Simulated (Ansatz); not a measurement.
`FB(F)[Si](F)(F)F` and `F[Si](F)(F)[SeH]` differ in one atom or group.

Ansatz, PBE0-D4/def2-TZVP geometries, multiplicity 1. Each molecule was computed in one conformer, which needn't be the lowest.

Scalar relativity is left out up to krypton.

| property | `FB(F)[Si](F)(F)F` |
| --- | --- |
| size of the dipole moment (PBE/def2-TZVPP) / D | 0.78 |
| LUMO energy (PBE0/def2-TZVPP) / eV | -1.90 |
| size of the dipole moment (B3LYP/def2-TZVPP) / D | 0.75 |
| LUMO energy (B3LYP/def2-TZVPP) / eV | -2.13 |
| HOMO–LUMO gap (PBE/def2-TZVPP) / eV | 5.76 |
| HOMO energy (ωB97M-V/def2-TZVPP) / eV | -12.45 |

Problem. What does the change do to each property? (An estimate is asked.)

Solution. Ansatz gave: 
```json
{"property": "size of the dipole moment (PBE/def2-TZVPP) / D", "`F[Si](F)(F)[SeH]`": "1.49", "shift": "0.71"}
{"property": "LUMO energy (PBE0/def2-TZVPP) / eV", "`F[Si](F)(F)[SeH]`": "-0.47", "shift": "1.43"}
{"property": "size of the dipole moment (B3LYP/def2-TZVPP) / D", "`F[Si](F)(F)[SeH]`": "1.57", "shift": "0.82"}
{"property": "LUMO energy (B3LYP/def2-TZVPP) / eV", "`F[Si](F)(F)[SeH]`": "-0.74", "shift": "1.39"}
{"property": "HOMO–LUMO gap (PBE/def2-TZVPP) / eV", "`F[Si](F)(F)[SeH]`": "5.41", "shift": "-0.35"}
{"property": "HOMO energy (ωB97M-V/def2-TZVPP) / eV", "`F[Si](F)(F)[SeH]`": "-10.18", "shift": "2.27"}
```

With PBE0 the HOMO rises by 2.21 eV and the LUMO rises by 1.43 eV, so the gap narrows by about 0.78 eV. PBE moves the HOMO by 1.83 eV and ωB97M-V by 2.27 eV. Dipoles are sizes alone; their direction can turn.

B3LYP here is the variant with VWN-RPA as its local correlation; programs differ in this.

Spin–orbit coupling is left out; it splits and shifts lone-pair levels of the heavy atoms by tenths of an eV.
